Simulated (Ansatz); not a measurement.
Coupled-cluster diagnostics for the cluster TiS2, Ansatz.

Geometry of the singlet (PBE0-D4/def2-TZVP):

| atom | x (Å) | y (Å) | z (Å) |
| --- | --- | --- | --- |
| Ti1 | -0.206 | 0.802 | -1.007 |
| S2 | 0.237 | -1.190 | -0.152 |
| S3 | -0.031 | 0.388 | 1.159 |

Correlated methods freeze 15 core orbitals; core or outer-core shells of Ti are correlated, in sets that lack core-valence functions. No other spin state of charge 0 was run. The geometry of the singlet was relaxed on an unsound state (restricted singlet whose occupied levels cross empty ones at other levels, untested at these). Another isomer (singlet) lies 1.82 eV lower at PBE0-D4/def2-TZVP; other spin states weren't run for this one.

(1) Estimate the CCSD(T) correlation energy, the shares of MP2 and (T), T1 and the reference's ⟨S²⟩ for: charge 0, singlet, own geometry in def2-TZVPP; and the rough time on 4 threads of Arm Neoverse V1 on a shared host.

Answers

(1) 
```json
{"state": "charge 0, singlet, own geometry", "basis": "def2-TZVPP", "correlation (eV)": "-23.216", "MP2 share (%)": "82.4", "(T) share (%)": "11.6", "T1": "0.204", "⟨S²⟩ (pure)": "0.00 (0.00)", "wall time": "40 s", "remarks": "flagged by the program, large T1 (0.204), restricted SCF unstable"}
```
Customary marks for T1 are 0.02 (closed shells), 0.045 (open shells) and about 0.05 (3d metals). T1 exceeds 0.02 in 1 of 1 rows and 0.045 in 1; the higher it lies, the less the single-reference result can be trusted.
